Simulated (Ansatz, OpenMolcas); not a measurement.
**How methods differ on C2H6Cl2Si (dichlorodimethylsilane)**

C2H6Cl2Si has 11 atoms, charge 0, and is taken as a singlet. As SMILES, `C[Si](C)(Cl)Cl`. The coordinates come from a PBE0-D4/def2-TZVP relaxation.

Quantity: the vertical ionisation energy (to the doublet cation), in eV. The values are calculated.

```csv
level,kind,program,value (eV),CPU time (all runs)
SVWN5/def2-SVP,LDA,OpenMolcas,10.04,90 s
BLYP/def2-SVP,GGA,OpenMolcas,9.74,2.2 min
M06-2X/def2-SVP,hybrid meta-GGA,OpenMolcas,10.84,2.5 min
PBE0/def2-SVP,global hybrid,Ansatz,10.50,67 s
wB97X/def2-SVP,range-separated hybrid,Ansatz,10.94,3.5 min
B2PLYP/def2-SVP,double hybrid,Ansatz,10.52,79 s
RPA@PBE/def2-SVP,RPA,Ansatz,10.19,90 s
MP2/def2-SVP,perturbation theory,Ansatz,11.28,91 s
CCSD(T)/def2-SVP,coupled cluster or CI,Ansatz,10.72,8 min
```

The values span 9.74 to 11.28 eV. The coupled-cluster rows rest on a doubtful reference here (large T1 or Brueckner and Hartree–Fock orbitals at odds), and rows may lie in different states. Times are those of the runs behind each value, whatever else they computed, on shared processors of several kinds: orders of magnitude only.
